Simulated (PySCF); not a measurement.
disilazane (H7NSi2), SMILES [SiH3]N[SiH3]. Atoms are numbered in the order given.

```xyz
10

Si     0.0019    -0.1350     1.5809
N     -0.0177     0.6240     0.0000
Si     0.0019    -0.1350    -1.5809
H     -0.9224     0.5963     2.5195
H     -0.4625    -1.5520     1.3989
H      1.3651    -0.1591     2.2298
H      0.1116     1.6416     0.0000
H      1.3651    -0.1591    -2.2298
H     -0.9224     0.5963    -2.5195
H     -0.4625    -1.5520    -1.3989
```

Geometry optimised at PBE-D3(BJ)/def2-SVP.

Computed with PySCF with PBE/def2-TZVPD.

Gas-phase values at a fixed geometry.

```
Property                                                                                                        Value
---------------------------------------------------------------------------------------------  ----------------------
total energy                                                                                       -637.63439 hartree
point group                                                                                                        Cs
highest occupied level                                                                                       -6.20 eV
lowest empty level                                                                                           -1.13 eV
orbital gap                                                                                                   5.06 eV
dipole moment                                                                                                  0.88 D
quadrupole, principal values (traceless, Buckingham form, about the centre of nuclear charge)  -2.33, -1.70, 4.03 D·Å
mean static polarisability                                                                      68.7 bohr³ (10.18 Å³)
polarisability, principal values                                                               61.9, 63.0, 81.1 bohr³
```
